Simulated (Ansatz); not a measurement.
Total energies of In₂As₃ from Ansatz at r2SCAN-D4/def2-TZVP, gas phase (1 Eh = 27.2114 eV = 2625.5 kJ/mol). The reference geometry is relaxed at r2SCAN-D4/def2-SVP.

```csv
atom,x (Å),y (Å),z (Å)
In1,0.986,-2.361,0.441
In2,-0.220,2.378,-1.019
As3,0.995,0.483,0.746
As4,-1.332,-0.030,1.004
As5,-0.429,-0.470,-1.173
```

| state | geometry | energy (Eh) |
| --- | --- | --- |
| charge 0 doublet | reference | -7088.17931 |
| charge 1 singlet | reference | -7087.92700 |
| charge 0 quartet | relaxed at r2SCAN-D4/def2-SVP | -7088.12576 |
| free In atom (doublet) | – | -190.18147 |
| free As atom (quartet) | – | -2235.79940 |

In the def2 sets In takes a core potential; there is no spin–orbit coupling.

Q: Work out the vertical ionisation energy to the singlet.

A: E(charge 1 singlet) − E(charge 0 doublet) = -7087.92700 − (-7088.17931) = 0.25231 Eh = 6.87 eV. For comparison, −ε of the highest occupied level of the spin that leaves is 4.80 eV at this level, 2.07 eV less.

Q: Which of the charge 0 states is lowest, and how far above it are the others?

A: The doublet. quartet: -7088.12576 − (-7088.17931) = 0.05355 Eh = 140.6 kJ/mol. The quartet differs in its bonds from the reference.

Q: What is the binding energy per atom against free atoms?

A: Atoms: 2 × (-190.18147) + 3 × (-2235.79940) = -7087.76114 Eh. Binding: -7087.76114 − (-7088.17931) = 0.41817 Eh = 11.38 eV, or 2.28 eV for each of 5 atoms (no zero-point energy, no counterpoise term).

The structure comes from a short search, and lower isomers may exist.
